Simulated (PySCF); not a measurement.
# Cost of response and excited-state runs on `C#C[Si@@H](CCl)O[SiH3]`, C3H7ClOSi2

Cartesian coordinates in Å; atom numbers follow the order of the lines, from 1:
```xyz
14

C     2.4889    1.6278    1.4742
C     1.7450    1.0746    0.7090
Si    0.6066    0.2448   -0.4949
C     0.8912   -1.6360   -0.2835
Cl   -0.2437   -2.5520   -1.3126
O    -0.9146    0.6083   -0.1033
Si   -2.4905    0.4606    0.2789
H     3.1394    2.1083    2.1480
H     0.8176    0.6669   -1.8751
H     0.7203   -1.9721    0.7375
H     1.8922   -1.9387   -0.5807
H    -2.6715    1.3492    1.4236
H    -3.2257    0.8928   -0.9065
H    -2.7560   -0.9350    0.6190
```

PySCF with density fitting, on 1 thread of an Arm Neoverse V1, shared host. Command: `OMP_NUM_THREADS=1 python excited_run.py task.json out`

Question: How long does this run take, and how much memory?
- vibronic structure, CAM-B3LYP/def2-SVP; full response; writes grids

Answer: 
| run | level | basis functions | wall time | peak memory (GiB) |
| --- | --- | --- | --- | --- |
| vibronic structure | CAM-B3LYP/def2-SVP | 145 | 93 s | 0.89 |

Times from a shared host are rough.
